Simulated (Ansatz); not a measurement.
```yaml
crystal:
  periodic: [false, false, false]
  atoms:
    - {symbol: Cu, position_ang: [-0.033022, 0.060314, -0.689315]}
    - {symbol: N, position_ang: [-0.062211, 0.089116, 1.218326]}
    - {symbol: H, position_ang: [-0.492188, 0.945951, 1.561151]}
    - {symbol: H, position_ang: [0.875496, 0.042281, 1.610421]}
    - {symbol: H, position_ang: [-0.593154, -0.690600, 1.599727]}
    - {symbol: O, position_ang: [-0.078847, 0.152486, -2.457399]}
    - {symbol: H, position_ang: [0.383926, -0.599558, -2.842901]}
basis:
  gaussian: {orbitals: def2-mTZVPP}
total_charge: 1
magnetization: {spin_polarized: true, initial_magnetization: 1}
hamiltonian: {xc: {name: HSE06}, dispersion: d3bjatm}
scf: {omitted_lower_state_checks: [starts]}
```

```sh
$ ansatz run in.yaml --threads 4 --pin off --events-out ev --progress --plain --max-ram 3916MiB
```

Shortened log:

```
Functional definition: HSE06
993 factors; integrals over basis functions are off by at most 9.9e-4 eV
74 factors; integrals over basis functions are off by at most 7.5e-7 eV
mean field evaluation 1: about -48203.1480 eV, gradient 1.1e2 eV
mean field evaluation 2: about -47400.5415 eV, gradient 4.2e2 eV
mean field evaluation 4: about -48224.3845 eV, gradient 2.6e1 eV
mean field evaluation 8: about -48226.9636 eV, gradient 1.4e0 eV
mean field evaluation 16: about -48226.9945 eV, gradient 3.7e-4 eV
mean field evaluation 32: about -48226.9945 eV, gradient 2.0e-5 eV
mean field -48226.99446244 eV, -1772.3093570637 hartree, gradient 6.7e-6 eV, S^2 0.757805; 0 other end points of the search recorded, 0 dependent functions left out
reference -48226.99450322 eV, -1772.3093585625 hartree; 24, 23 occupied and 77, 78 virtual orbitals, 993 factors
Total energy: -48227.05399712 eV, -1772.3115449228 hartree
Checks for a lower state left out: starts
```

Hardware: 4 threads of AMD EPYC 9B14 on a shared host. Wall time 2.2 s.

HSE06 is defined as in plane-wave codes, on full-range PBE exchange.
